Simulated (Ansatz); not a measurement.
C10H22S, SMILES `CCCCCCCCCCS`, relaxed with RKS PBE-D4/def2-SVP in Ansatz 0.2.0 from a rough embedded geometry. The force threshold is 0.03 eV/Å; the program also tests the step.

Total charge 0; spin multiplicity 1.

Start:

```xyz
33

C     4.756   -0.433    1.081
C     3.686    0.400    1.775
C     2.466    0.618    0.883
C     1.399    1.462    1.578
C     0.206    1.797    0.681
C    -0.660    0.584    0.343
C    -1.894    0.987   -0.462
C    -2.854   -0.172   -0.726
C    -2.288   -1.219   -1.683
C    -3.299   -2.309   -2.000
S    -4.722   -1.619   -2.940
H     5.094    0.061    0.173
H     5.614   -0.575    1.734
H     4.364   -1.411    0.812
H     4.106    1.369    2.055
H     3.374   -0.101    2.694
H     2.778    1.119   -0.037
H     2.050   -0.353    0.609
H     1.857    2.397    1.910
H     1.045    0.936    2.468
H     0.566    2.253   -0.244
H    -0.416    2.537    1.192
H    -0.977    0.100    1.270
H    -0.070   -0.134   -0.228
H    -2.433    1.762    0.089
H    -1.581    1.420   -1.415
H    -3.114   -0.651    0.222
H    -3.774    0.227   -1.159
H    -1.982   -0.734   -2.612
H    -1.409   -1.695   -1.242
H    -3.694   -2.753   -1.085
H    -2.851   -3.084   -2.622
H    -5.340   -2.785   -3.112
```

(1) By how much does the energy fall, and how many steps does the optimiser take? (Best estimate.)

(2) Which bonds change most? (An estimate is asked.)

(3) Give the relaxed structure. (Best estimate.)

Answers

(1) Ansatz gave: 4.99 kcal/mol, in 3 steps.

(2) Ansatz gave: S11–H33 from 1.331 to 1.362 Å; C1–H12 from 1.088 to 1.110 Å; C1–H14 from 1.088 to 1.110 Å; C3–H17 from 1.093 to 1.114 Å.

(3) Computed: 
```xyz
33

C     4.792   -0.471    1.084
C     3.722    0.381    1.767
C     2.486    0.630    0.896
C     1.423    1.499    1.576
C     0.198    1.824    0.710
C    -0.682    0.620    0.354
C    -1.934    1.005   -0.443
C    -2.895   -0.150   -0.747
C    -2.325   -1.223   -1.683
C    -3.305   -2.345   -2.031
S    -4.731   -1.676   -2.994
H     5.155    0.009    0.151
H     5.671   -0.632    1.740
H     4.396   -1.470    0.806
H     4.158    1.361    2.067
H     3.404   -0.105    2.717
H     2.799    1.115   -0.057
H     2.048   -0.350    0.602
H     1.897    2.452    1.899
H     1.087    1.001    2.514
H     0.532    2.323   -0.228
H    -0.428    2.575    1.240
H    -0.989    0.102    1.291
H    -0.085   -0.122   -0.219
H    -2.486    1.789    0.121
H    -1.626    1.488   -1.398
H    -3.211   -0.633    0.206
H    -3.825    0.259   -1.196
H    -1.966   -0.746   -2.623
H    -1.431   -1.696   -1.220
H    -3.685   -2.825   -1.105
H    -2.798   -3.121   -2.639
H    -5.366   -2.870   -3.160
```
